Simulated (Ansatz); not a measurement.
The same path of ClGaH4N2 + FH (10 atoms, charge 0, multiplicity 1) was run twice with different band settings. Lost on the way: Ga1–Cl2, F9–H10. Made: Ga1–F9, Cl2–H10.

Theory: RHF/def2-SVP in Ansatz.

Relaxed end points:

```xyz
10
Properties=species:S:1:pos:R:3
Ga 0.007 -0.103 -0.145
Cl 0.020 -0.693 1.976
N 1.613 -0.085 -0.971
H 2.478 -0.169 -0.477
H 1.755 0.216 -1.914
N -1.614 -0.025 -0.935
H -2.472 -0.085 -0.424
H -1.768 0.260 -1.881
F 0.066 2.197 1.047
H 0.071 1.796 1.863
```

```xyz
10
Properties=species:S:1:pos:R:3
Ga 0.013 0.601 -0.601
Cl 0.061 0.133 3.035
N 1.625 0.012 -1.139
H 1.775 -0.785 -1.723
H 2.486 0.373 -0.778
N -1.628 0.066 -1.106
H -1.816 -0.724 -1.689
H -2.469 0.457 -0.732
F 0.046 1.963 0.522
H 0.064 1.215 2.350
```

Common settings: climbing image yes; spring 5.0 eV/Å²; optimiser quadratic models (default); start path through a guess of the saddle point; force threshold 0.05 eV/Å; iteration limit 60; end points relaxed.

| run | movable images |
| --- | --- |
| 1 | 9 |
| 2 | 3 |

Question: What does each run give, and how far can it be trusted?

Answer: Run 1: converged after 20 iterations, highest image 0.883 eV above the first end. The profile has 2 maxima (images 5, 8) with wells between them (image 6): this band takes more than one step, which may be the mechanism or a detour left from its start path. A vibrational analysis at the climbing image gives one clearly imaginary mode, 1106i cm⁻¹: a first-order saddle point.
Run 2: converged after 43 iterations, highest image 0.883 eV above the first end. Another band between the same ends (9 images) ends at a top of the same energy, where a vibrational analysis finds 1 clearly imaginary mode. So few images can step over the top or miss a turn of the path.
The orbitals stay closed-shell, which can raise the energy where a bond breaks towards radicals; this wasn't checked here.
